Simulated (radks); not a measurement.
Ru IV, configuration [Kr] 4d5. Calculated with a radial shooting solver on a logarithmic mesh with Libxc functionals: Dirac Kohn-Sham, LDA (Slater exchange, Perdew-Wang correlation), spin-unpolarised, spherical densities, finite nucleus; open shells fill j = l - 1/2 first; Fermi nuclear charge, rms radius 4.4809 fm. Some entries of the table are withheld. Estimate them.

| orbital | occ. | eigenvalue (hartree) | <1/r> (bohr^-1) |
|---|---|---|---|
| 1s1/2 | 2 | -805.9711 | 45.83 |
| 2s1/2 | 2 | -117.0067 | 10.48 |
| 2p1/2 | 2 | (1) | 10.47 |
| 2p3/2 | 4 | (2) | 9.916 |
| 3s1/2 | 2 | -21.65638 | 3.619 |
| 3p1/2 | 2 | (3) | 3.525 |
| 3p3/2 | 4 | (4) | 3.391 |
| 3d3/2 | 4 | (5) | (6) |
| 3d5/2 | 6 | (7) | (8) |
| 4s1/2 | 2 | -4.07731 | 1.366 |
| 4p1/2 | 2 | -3.05453 | 1.250 |
| 4p3/2 | 4 | -2.92430 | 1.210 |
| 4d3/2 | 4 | (9) | 0.9234 |
| 4d5/2 | 1 | (10) | 0.9142 |

Answer. 
(1) 2p1/2 eigenvalue (hartree): -108.2882
(2) 2p3/2 eigenvalue (hartree): -103.4848
(3) 3p1/2 eigenvalue (hartree): -18.27090
(4) 3p3/2 eigenvalue (hartree): -17.45511
(5) 3d3/2 eigenvalue (hartree): -11.43868
(6) 3d3/2 <1/r> (bohr^-1): 3.216
(7) 3d5/2 eigenvalue (hartree): -11.27952
(8) 3d5/2 <1/r> (bohr^-1): 3.181
(9) 4d3/2 eigenvalue (hartree): -1.38637
(10) 4d5/2 eigenvalue (hartree): -1.37101
